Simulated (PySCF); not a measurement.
Isomers of C5H6F4O2, one GFN2-xTB conformer each. Single-point energies are computed at PBE0/pcSseg-1 (PySCF, gas phase, no added dispersion term), electronic only.

Task: Rank them by PBE0/pcSseg-1 energy, lowest first (kcal/mol).
A. `[F:1][C:2]([F:3])([F:4])[C@H:5]1[CH2:6][O:7][C@@H:8]([F:9])[O:10][CH2:11]1` with C2–C5–C6–O7 176°, C5–C6–O7–C8 -55°, C6–O7–C8–F9 -67°, O7–C8–O10–C11 -55°
B. `[F:1][C:2]([F:3])([F:4])[C@:5]1([F:6])[CH2:7][O:8][CH2:9][CH2:10][O:11]1` with C2–C5–C7–O8 -170°, C5–C7–O8–C9 54°, C7–O8–C9–C10 -60°, O8–C9–C10–O11 59°
C. `[CH3:1][O:2][C@H:3]([CH2:4][C:5](=[O:6])[F:7])[C:8]([F:9])([F:10])[F:11]` with C1–O2–C3–C4 -142°, O2–C3–C4–C5 76°, C3–C4–C5–O6 10°
D. `[F:1][CH:2]([F:3])[O:4][C@@H:5]([F:6])[C@@H:7]1[O:8][CH2:9][C@H:10]1[F:11]` with F1–C2–O4–C5 69°, C2–O4–C5–F6 63°, O4–C5–C7–O8 145°

Result: A (0.0), C (0.2), B (14.5), D (37.1).

As drawn, the highest has a four-membered ring, which the lowest lacks. Neighbours under 2.5 kcal/mol apart (FC(F)(F)[C@H]1CO[C@@H](F)OC1 and CO[C@H](CC(=O)F)C(F)(F)F) can change places with a better method, another conformer or zero-point energy. GFN2-xTB itself gives, in the same order: 0.0, 21.5, 18.0, 33.4. Both levels put the same isomer lowest; measured from each level's own lowest isomer, the values differ by up to 21.3 kcal/mol (CO[C@H](CC(=O)F)C(F)(F)F: 21.5 against 0.2).

Task: Which frontier levels, dipoles and rotational constants go with these structures?

Result: 
| SMILES | HOMO (eV, PBE0/pcSseg-1) | LUMO (eV) | dipole (D) | A, B, C (MHz) |
| --- | --- | --- | --- | --- |
| FC(F)(F)[C@H]1CO[C@@H](F)OC1 | -8.67 | 1.36 | 0.96 | 2273, 694.5, 650.2 |
| CO[C@H](CC(=O)F)C(F)(F)F | -8.34 | -0.67 | 0.86 | 1619, 703.9, 572.0 |
| FC(F)(F)[C@]1(F)COCCO1 | -7.89 | 1.25 | 3.02 | 2028, 845.4, 809.2 |
| FC(F)O[C@@H](F)[C@@H]1OC[C@H]1F | -8.15 | 1.12 | 1.24 | 1765, 619.4, 546.6 |

Task: As an exercise, what shares would exp(−E/RT) give at 2000 K from these electronic energies alone (no entropy, no degeneracies)?

Result: RT = 3.974 kcal/mol: FC(F)(F)[C@H]1CO[C@@H](F)OC1 50.9 %, CO[C@H](CC(=O)F)C(F)(F)F 47.8 %, FC(F)(F)[C@]1(F)COCCO1 1.3 %, FC(F)O[C@@H](F)[C@@H]1OC[C@H]1F under 0.1 %.
